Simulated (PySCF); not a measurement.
C2H6AlF, charge +1, doublet, at a GFN2-xTB geometry (such geometries of metal compounds can be far from the true shape) (a state made from the parent by changing its charge; the spin is typed, not shown lowest); TPSS/def2-SVP (PySCF).

Input for PySCF:
```python
from pyscf import gto, scf, dft

mol = gto.Mole()
mol.atom = '''
    Al   -0.067417    0.043178   -0.064645
    C     1.854826   -0.187101   -0.676458
    H     2.105596   -1.249915   -0.638556
    H     2.501818    0.391608   -0.012752
    H     1.873977    0.200062   -1.702762
    C    -0.670872   -0.547591    1.781208
    H    -1.394086   -1.356043    1.630716
    H    -1.163713    0.320572    2.232726
    H     0.197162   -0.876264    2.355430
    F    -1.149785    0.712979   -1.072547
'''
mol.basis = 'def2-svp'
mol.charge = 1
mol.spin = 1
mol.verbose = 4
mol.build()

mf = dft.UKS(mol)
mf.xc = 'tpss'
mf.small_rho_cutoff = 0
mf.kernel()
```

Output, abridged:

```
PySCF version 2.14.0

[INPUT] verbose = 4
[INPUT] num. atoms = 10
[INPUT] num. electrons = 39
[INPUT] charge = 1
[INPUT] spin (= nelec alpha-beta = 2S) = 1
[INPUT] symmetry False subgroup None
[INPUT] Mole.unit = angstrom
[INPUT] Symbol           X                Y                Z      unit          X                Y                Z       unit  Magmom
[INPUT]  1 Al    -0.067417000000   0.043178000000  -0.064645000000 AA   -0.127399666140   0.081594594606  -0.122161345323 Bohr   0.0
[INPUT]  2 C      1.854826000000  -0.187101000000  -0.676458000000 AA    3.505113148723  -0.353569647632  -1.278320354771 Bohr   0.0
[INPUT]  3 H      2.105596000000  -1.249915000000  -0.638556000000 AA    3.978999768980  -2.361997028986  -1.206695955198 Bohr   0.0
[INPUT]  4 H      2.501818000000   0.391608000000  -0.012752000000 AA    4.727750833507   0.740031868189  -0.024097787540 Bohr   0.0
[INPUT]  5 H      1.873977000000   0.200062000000  -1.702762000000 AA    3.541303293734   0.378062387933  -3.217753835317 Bohr   0.0
[INPUT]  6 C     -0.670872000000  -0.547591000000   1.781208000000 AA   -1.267764344639  -1.034797018277   3.365995290884 Bohr   0.0
[INPUT]  7 H     -1.394086000000  -1.356043000000   1.630716000000 AA   -2.634440734090  -2.562549883134   3.081606626946 Bohr   0.0
[INPUT]  8 H     -1.163713000000   0.320572000000   2.232726000000 AA   -2.199098857596   0.605793283204   4.219240651196 Bohr   0.0
[INPUT]  9 H      0.197162000000  -0.876264000000   2.355430000000 AA    0.372582182171  -1.655898972816   4.451117605584 Bohr   0.0
[INPUT] 10 F     -1.149785000000   0.712979000000  -1.072547000000 AA   -2.172778752133   1.347335042566  -2.026820085724 Bohr   0.0

nuclear repulsion = 151.422409304874
number of shells = 44
number of NR pGTOs = 150
number of NR cGTOs = 90
basis = def2-svp
ecp = {}

******** <class 'pyscf.dft.uks.UKS'> ********
method = UKS
initial guess = minao
damping factor = 0
level_shift factor = 0
DIIS = <class 'pyscf.scf.diis.CDIIS'>
diis_start_cycle = 1
diis_space = 8
diis_damp = 0
SCF conv_tol = 1e-09
SCF conv_tol_grad = None
SCF max_cycles = 50
direct_scf = True
direct_scf_tol = 1e-13
number electrons alpha = 20  beta = 19
XC library pyscf.dft.libxc version 7.1.2
    S. Lehtola, C. Steigemann, M. J. T. Oliveira, and M. A. L. Marques,  SoftwareX 7, 1–5 (2018)
XC functionals = tpss
    J. Tao, J. P. Perdew, V. N. Staroverov, and G. E. Scuseria,  Phys. Rev. Lett. 91, 146401 (2003)
    J. P. Perdew, J. Tao, V. N. Staroverov, and G. E. Scuseria,  J. Chem. Phys. 120, 6898 (2004)
    J. Tao, J. P. Perdew, V. N. Staroverov, and G. E. Scuseria,  Phys. Rev. Lett. 91, 146401 (2003)
    J. P. Perdew, J. Tao, V. N. Staroverov, and G. E. Scuseria,  J. Chem. Phys. 120, 6898 (2004)
radial grids:
    Treutler-Ahlrichs [JCP 102, 346 (1995); DOI:10.1063/1.469408] (M4) radial grids

becke partition: Becke, JCP 88, 2547 (1988); DOI:10.1063/1.454033
pruning grids: <function nwchem_prune>
grids dens level: 3
symmetrized grids: False
atomic radii adjust function: <function treutler_atomic_radii_adjust>
small_rho_cutoff = 0
Set gradient conv threshold to 3.16228e-05
tot grids = 120528
init E= -421.786430862487

cycle= 1 E= -421.556089618686  delta_E= 0.23  |g|= 0.502  |ddm|= 2.12
cycle= 2 E= -420.289450375337  delta_E= 1.27  |g|= 1.76  |ddm|= 1.66
cycle= 3 E= -421.627341736634  delta_E= -1.34  |g|= 0.246  |ddm|= 1.31
cycle= 4 E= -421.663285192346  delta_E= -0.0359  |g|= 0.0605  |ddm|= 0.329
cycle= 5 E= -421.665262730205  delta_E= -0.00198  |g|= 0.0122  |ddm|= 0.0613
cycle= 6 E= -421.665300888558  delta_E= -3.82e-05  |g|= 0.00894  |ddm|= 0.0244
cycle= 7 E= -421.665317824082  delta_E= -1.69e-05  |g|= 0.00779  |ddm|= 0.0201
cycle= 8 E= -421.665366042304  delta_E= -4.82e-05  |g|= 0.0014  |ddm|= 0.0103
cycle= 9 E= -421.665367331383  delta_E= -1.29e-06  |g|= 0.000203  |ddm|= 0.00185
cycle= 10 E= -421.665367365502  delta_E= -3.41e-08  |g|= 0.000107  |ddm|= 0.00041
cycle= 11 E= -421.665367372279  delta_E= -6.78e-09  |g|= 2.44e-05  |ddm|= 0.000124
cycle= 12 E= -421.665367372882  delta_E= -6.03e-10  |g|= 9.94e-06  |ddm|= 4.97e-05
Extra cycle  E= -421.665367372716  delta_E= 1.66e-10  |g|= 2.39e-05  |ddm|= 2.97e-05
converged SCF energy = -421.665367372716  <S^2> = 0.75838732  2S+1 = 2.0083698
```
